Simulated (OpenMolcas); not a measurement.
## CH6B2O (SMILES BB(C)O): methods side by side

The species is CH6B2O (10 atoms), meant as a singlet with charge 0. SMILES: `BB(C)O`. The coordinates come from a PBE0-D4/def2-TZVP relaxation. This is one conformer, not always the lowest.

Quantity: the HOMO–LUMO gap, in eV. The values are calculated.

```csv
level,kind,program,value (eV)
HF/def2-SVP,Hartree–Fock,OpenMolcas,12.86
SVWN5/def2-SVP,LDA,OpenMolcas,3.16
BLYP/def2-SVP,GGA,OpenMolcas,3.47
PBE/def2-SVP,GGA,OpenMolcas,3.39
B3LYP/def2-SVP,global hybrid,OpenMolcas,5.38
BHLYP/def2-SVP,global hybrid,OpenMolcas,8.21
M06-2X/def2-SVP,hybrid meta-GGA,OpenMolcas,8.01
B2PLYP/def2-SVP,double hybrid,OpenMolcas,8.49
```

The values span 3.16 to 12.86 eV. Orbital gaps aren't excitation energies, and those of double hybrids come from the SCF part alone; they tend to grow with the share of exact exchange.
